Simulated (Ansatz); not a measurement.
Coupled-cluster run, AlBrGeH4Si.

```yaml
crystal:
  periodic: [false, false, false]
  atoms:
    - {symbol: Br, position_ang: [-1.647565, 1.610342, 0.075200]}
    - {symbol: Si, position_ang: [0.264333, 0.694751, -1.145005]}
    - {symbol: Al, position_ang: [0.446599, 0.750280, 1.236434]}
    - {symbol: Ge, position_ang: [0.055287, -1.375558, 0.013184]}
    - {symbol: H, position_ang: [-0.046040, 1.178851, -2.525021]}
    - {symbol: H, position_ang: [0.856433, 1.584348, 2.510992]}
    - {symbol: H, position_ang: [1.340337, -2.197502, -0.224189]}
    - {symbol: H, position_ang: [-1.177183, -2.302615, 0.002503]}
basis:
  gaussian: {orbitals: def2-TZVPP}
correlation: {method: ccsd_t}
output: {orbitals: {seedname: orbitals}}
```

```sh
$ ansatz run in.yaml --threads 4 --pin off --events-out ev --progress --plain
```

Log, shortened:

```
Functional definition: HF
1454 factors; integrals over basis functions are off by at most 1.0e-3 eV
mean field evaluation 1: about -140979.7699 eV, gradient 1.5e1 eV
mean field evaluation 2: about -140980.0631 eV, gradient 1.5e1 eV
mean field evaluation 4: about -140981.4563 eV, gradient 2.7e0 eV
mean field evaluation 8: about -140981.4891 eV, gradient 1.9e-1 eV
mean field evaluation 16: about -140981.4895 eV, gradient 2.9e-6 eV
mean field -140981.48945849 eV, -5180.9741769137 hartree, gradient 2.9e-6 eV, S^2 0.000000; 0 other end points of the search recorded, 0 dependent functions left out
28 core orbitals not correlated: weight in the atoms' cores, before any rotation towards them, 1.000 or more for the frozen orbitals, at most 0.000 for the correlated occupied ones
reference -140981.48945849 eV, -5180.9741769137 hartree; 21, 21 occupied and 187, 187 virtual orbitals, 1454 factors
second order -19.92144034 eV of doubles, -0.00000000 eV of singles
cycle   1  -20.13517065 eV  change   -2.1e-1 eV  update   1.1e-1
cycle   2  -20.79770954 eV  change   -6.6e-1 eV  update   3.4e-2
cycle   3  -20.87645059 eV  change   -7.9e-2 eV  update   1.7e-2
cycle   4  -20.85935134 eV  change    1.7e-2 eV  update   4.5e-3
cycle   5  -20.85984605 eV  change   -4.9e-4 eV  update   2.1e-3
cycle   6  -20.85973269 eV  change    1.1e-4 eV  update   7.8e-4
cycle   7  -20.85938923 eV  change    3.4e-4 eV  update   3.8e-4
cycle   8  -20.85960492 eV  change   -2.2e-4 eV  update   1.6e-4
cycle   9  -20.85964207 eV  change   -3.7e-5 eV  update   6.0e-5
cycle  10  -20.85958831 eV  change    5.4e-5 eV  update   2.3e-5
cycle  11  -20.85960924 eV  change   -2.1e-5 eV  update   1.1e-5
perturbative correction -0.89329207 eV, -0.0328278779 hartree
Total energy: -141003.24235980 eV, -5181.7735812921 hartree
```

Hardware: 4 threads of a server CPU on a shared host. Wall time 45 s, peak host memory 4.2 GiB.

The correlation energy is -21.753 eV, 4.1 % of it from (T); the T1 diagnostic reads 0.0120.
